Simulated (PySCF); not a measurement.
# One molecule, several mistakes: AlC2H7N

All numbers below are calculated, not measured. They come from PySCF 2.14.0, an open-source quantum chemistry program, on an isolated molecule that a program drew, which may never have been made. The molecule is AlC2H7N (charge 0, doublet), drawn as the SMILES string `C[CH][AlH][NH2]`.

Each row is a Hartree-Fock (HF) and frozen-core CCSD(T) single point in the cc-pV(D+d)Z basis, meant for a local HF minimum. Run 1 is clean. Each other run has one planted mistake out of seven kinds, and not every kind appears here: one electron removed, one electron added, multiplicity raised by two, geometry at a saddle point, minimal basis STO-3G, one bond length entered in bohr, all coordinates scaled. The reference is restricted for singlets and unrestricted otherwise, and also for a bond in bohr. Adding or removing an electron swaps singlet and doublet. Electrons count all cores. HOMO and LUMO are orbital energies over both spins, the gradient is its largest component, and the lowest frequency (negative if imaginary) is given only where the gradient is small. Bond lengths are over the 10 bonds as drawn. T1 is the CCSD diagnostic: over 0.02 (restricted) or 0.045 (unrestricted) a single reference is doubtful.

Geometry of the clean run:
```xyz
11
AlC2H7N, angstrom
C    -1.9388   -0.7846    1.6853
C    -0.5099   -0.9199    1.2167
Al    0.7895    0.4760    0.8965
N     0.3680    2.1735    1.1525
H    -2.6354   -1.2081    0.9526
H    -2.1000   -1.3314    2.6215
H    -2.2334    0.2532    1.8564
H    -0.2205   -1.9600    1.0503
H     2.2541    0.1456    0.4008
H     0.9957    2.9417    1.0050
H    -0.5177    2.5254    1.4640
```

```
run,electrons,basis functions,<S^2>,HOMO (eV),LUMO (eV),gradient (hartree/bohr),lowest frequency (cm^-1),mean bond (Å),longest bond (Å),T1,HF (hartree),CCSD(T) (hartree),mistake
1,39,100,0.760,-9.30,1.80,2.8e-05,95,1.3175,1.934,0.0132,-376.18840,-376.75401,no fault
2,38,100,0.000,-15.12,-6.22,6.1e-02,-,1.3175,1.934,0.0299,-375.90537,-376.45999,one electron removed
3,39,100,1.511,-9.38,1.73,2.4e-02,-,1.4067,1.934,0.0566,-376.04493,-376.60719,one bond length entered in bohr
4,39,100,0.761,-9.37,1.72,2.2e-02,-,1.3531,1.986,0.0140,-376.18149,-376.75230,?
5,40,100,0.000,-0.39,8.44,5.6e-02,-,1.3175,1.934,0.0143,-376.14351,-376.75590,?
```

**Which mistake was planted in run 4, and what did it cost?**

The mean and the longest bond both change by the same factor, 1.027, and the gradient is no longer small. So the mistake is: all coordinates scaled. Subtracting run 1 and multiplying by 627.51 kcal/mol a hartree, the energy moved by 4.3 kcal/mol in HF and 1.1 kcal/mol in CCSD(T).

**Which mistake was planted in run 5, and what did it cost?**

It counts 40 electrons, one more than the clean run, at the same geometry and basis. So the mistake is: one electron added. Subtracting run 1 and multiplying by 627.51 kcal/mol a hartree, the energy moved by 28.2 kcal/mol in HF and -1.2 kcal/mol in CCSD(T).

Cautions from the logs. Run 2: T1 is over the limit, so its CCSD(T) energy is less reliable; run 3: T1 is over the limit, so its CCSD(T) energy is less reliable.
